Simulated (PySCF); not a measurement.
PySCF input (CCSD(T)/cc-pVDZ):

```python
from pyscf import gto, scf, mp, cc as ccmod

mol = gto.M(
    atom='''
    C    -1.04934839   -0.01000115   -0.04078540
    Si    0.75946497    0.00723832    0.02951840
    H    -1.40732725   -0.61205719   -0.89091039
    H    -1.45130815    1.00896482   -0.15684383
    H    -1.47778377   -0.43823725    0.87920906
    ''',
    basis='cc-pvdz',
    charge=1,
    spin=0,
    verbose=4,
)

mf = scf.RHF(mol)
mf.conv_tol = 1e-10
mf.max_cycle = 100
mf.kernel()
mp2 = mp.MP2(mf, frozen=6).run()
cc = ccmod.CCSD(mf, frozen=6)
cc.max_cycle = 100
cc.kernel()
et = cc.ccsd_t()
print(f'E(CCSD(T)) = {cc.e_tot + et:.9f}')
```

Output:

```
PySCF version 2.14.0

[INPUT] verbose = 4
[INPUT] num. atoms = 5
[INPUT] num. electrons = 22
[INPUT] charge = 1
[INPUT] spin (= nelec alpha-beta = 2S) = 0
[INPUT] symmetry False subgroup None
[INPUT] Mole.unit = angstrom
[INPUT] Symbol           X                Y                Z      unit          X                Y                Z       unit  Magmom
[INPUT]  1 C     -1.049348390000  -0.010001150000  -0.040785400000 AA   -1.982981066353  -0.018899434431  -0.077073235881 Bohr   0.0
[INPUT]  2 Si     0.759464970000   0.007238320000   0.029518400000 AA    1.435180794501   0.013678442402   0.055781691635 Bohr   0.0
[INPUT]  3 H     -1.407327250000  -0.612057190000  -0.890910390000 AA   -2.659463070137  -1.156620461671  -1.683576638629 Bohr   0.0
[INPUT]  4 H     -1.451308150000   1.008964820000  -0.156843830000 AA   -2.742574925849   1.906667179121  -0.296391883028 Bohr   0.0
[INPUT]  5 H     -1.477783770000  -0.438237250000   0.879209060000 AA   -2.792606596627  -0.828148380083   1.661464329636 Bohr   0.0

nuclear repulsion = 43.224379731331
number of shells = 19
number of NR pGTOs = 88
number of NR cGTOs = 47
basis = cc-pvdz
ecp = {}

******** <class 'pyscf.scf.hf.RHF'> ********
method = RHF
initial guess = minao
damping factor = 0
level_shift factor = 0
DIIS = <class 'pyscf.scf.diis.CDIIS'>
diis_start_cycle = 1
diis_space = 8
diis_damp = 0
SCF conv_tol = 1e-10
SCF conv_tol_grad = None
SCF max_cycles = 100
direct_scf = True
direct_scf_tol = 1e-13
Set gradient conv threshold to 1e-05
Initial guess from minao.
init E= -328.449825569023
  HOMO = -0.239106501643203  LUMO = -0.0417468487980748  gap/eV = 5.37043
cycle= 1 E= -328.195835059821  delta_E= 0.254  |g|= 0.268  |ddm|= 1.77
  HOMO = -0.654869469750626  LUMO = -0.255997945909409  gap/eV = 10.85385
cycle= 2 E= -328.229639769008  delta_E= -0.0338  |g|= 0.0637  |ddm|= 0.568
  HOMO = -0.620787080318259  LUMO = -0.214417701570824  gap/eV = 11.05787
cycle= 3 E= -328.231657897768  delta_E= -0.00202  |g|= 0.0181  |ddm|= 0.101
  HOMO = -0.623552255589673  LUMO = -0.21545929519035  gap/eV = 11.10478
cycle= 4 E= -328.2318513299  delta_E= -0.000193  |g|= 0.00452  |ddm|= 0.0336
  HOMO = -0.623565055364799  LUMO = -0.215855210884612  gap/eV = 11.09435
cycle= 5 E= -328.231869218963  delta_E= -1.79e-05  |g|= 0.00151  |ddm|= 0.0111
  HOMO = -0.623704038271969  LUMO = -0.215913133491661  gap/eV = 11.09656
cycle= 6 E= -328.231870600878  delta_E= -1.38e-06  |g|= 0.000445  |ddm|= 0.0025
  HOMO = -0.623630419799751  LUMO = -0.215901573511514  gap/eV = 11.09487
cycle= 7 E= -328.231870767927  delta_E= -1.67e-07  |g|= 7.03e-05  |ddm|= 0.00116
  HOMO = -0.623610923456173  LUMO = -0.215893762379138  gap/eV = 11.09455
cycle= 8 E= -328.231870771357  delta_E= -3.43e-09  |g|= 9.3e-06  |ddm|= 0.000151
  HOMO = -0.623609880010374  LUMO = -0.215894001016278  gap/eV = 11.09451
cycle= 9 E= -328.23187077142  delta_E= -6.29e-11  |g|= 1.19e-06  |ddm|= 2.67e-05
  HOMO = -0.623609811434767  LUMO = -0.215893926516405  gap/eV = 11.09451
Extra cycle  E= -328.23187077142  delta_E= 2.84e-13  |g|= 3.85e-07  |ddm|= 1.83e-06
converged SCF energy = -328.23187077142

******** <class 'pyscf.mp.mp2.RMP2'> ********
nocc = 5, nmo = 41
frozen orbitals 6
E(RMP2) = -328.435318771595  E_corr = -0.20344800017479
E(SCS-RMP2) = -328.44135432696  E_corr = -0.209483555539985
E_corr(same-spin) = -0.0399854361574199
E_corr(oppo-spin) = -0.163462564017371

******** <class 'pyscf.cc.ccsd.CCSD'> ********
CC2 = 0
CCSD nocc = 5, nmo = 41
frozen orbitals 6
max_cycle = 100
direct = 0
conv_tol = 1e-07
conv_tol_normt = 1e-05
diis_space = 6
diis_start_cycle = 0
diis_start_energy_diff = 1e+09
Init t2, MP2 energy = -328.435318771014  E_corr(MP2) -0.203447999594156
Init E_corr(CCSD) = -0.203447999594223
cycle = 1  E_corr(CCSD) = -0.226338332031808  dE = -0.0228903324  norm(t1,t2) = 0.0543334
cycle = 2  E_corr(CCSD) = -0.233511696473547  dE = -0.00717336444  norm(t1,t2) = 0.0222208
cycle = 3  E_corr(CCSD) = -0.237269366787009  dE = -0.00375767031  norm(t1,t2) = 0.0109381
cycle = 4  E_corr(CCSD) = -0.237600541687631  dE = -0.000331174901  norm(t1,t2) = 0.00257791
cycle = 5  E_corr(CCSD) = -0.237427204411702  dE = 0.000173337276  norm(t1,t2) = 0.000928233
cycle = 6  E_corr(CCSD) = -0.237418969741316  dE = 8.23467039e-06  norm(t1,t2) = 0.000225649
cycle = 7  E_corr(CCSD) = -0.237422493285275  dE = -3.52354396e-06  norm(t1,t2) = 7.02825e-05
cycle = 8  E_corr(CCSD) = -0.237422386682234  dE = 1.06603041e-07  norm(t1,t2) = 1.72649e-05
cycle = 9  E_corr(CCSD) = -0.237422211995386  dE = 1.74686849e-07  norm(t1,t2) = 5.39037e-06
cycle = 10  E_corr(CCSD) = -0.237422244753874  dE = -3.2758488e-08  norm(t1,t2) = 1.10658e-06
CCSD converged
E(CCSD) = -328.4692930161737  E_corr = -0.2374222447538738
CCSD(T) correction = -0.00653339513940046
E(CCSD(T)) = -328.475826411
```
